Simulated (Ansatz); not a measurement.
`FBN[CH2][SnH3]` and `FBN[SiH3]` differ in one atom or group.

Ansatz, PBE0-D4/def2-TZVP geometries, multiplicity 1. Each molecule was computed in one conformer, which needn't be the lowest.

Elements past krypton have def2 core potentials.

| property | `FBN[CH2][SnH3]` |
| --- | --- |
| LUMO energy (PBE/def2-TZVPP) / eV | -0.76 |
| LUMO energy (ωB97M-V/def2-TZVPP) / eV | 1.35 |
| HOMO energy (B3LYP/def2-TZVPP) / eV | -6.92 |
| size of the dipole moment (PBE/def2-TZVPP) / D | 2.04 |
| HOMO–LUMO gap (PBE0/def2-TZVPP) / eV | 7.13 |
| size of the dipole moment (ωB97M-V/def2-TZVPP) / D | 2.05 |

(1) Give the same properties after the change, and the shifts. (Best estimate.)

Answers

(1) Ansatz gave: 
```
                                          property  `FBN[SiH3]`  shift
                 LUMO energy (PBE/def2-TZVPP) / eV        -0.70   0.06
             LUMO energy (ωB97M-V/def2-TZVPP) / eV         1.79   0.44
               HOMO energy (B3LYP/def2-TZVPP) / eV        -8.22  -1.30
    size of the dipole moment (PBE/def2-TZVPP) / D         1.96  -0.08
              HOMO–LUMO gap (PBE0/def2-TZVPP) / eV         8.71   1.58
size of the dipole moment (ωB97M-V/def2-TZVPP) / D         2.00  -0.05
```

With PBE0 the HOMO falls by 1.33 eV and the LUMO rises by 0.25 eV, so the gap widens by about 1.58 eV. PBE moves the HOMO by -1.14 eV and ωB97M-V by -1.47 eV. The zero-point energy changes by -60.8 kJ/mol with -9 modes. Dipoles are sizes alone; their direction can turn.

B3LYP here is the variant with VWN-RPA as its local correlation; programs differ in this.
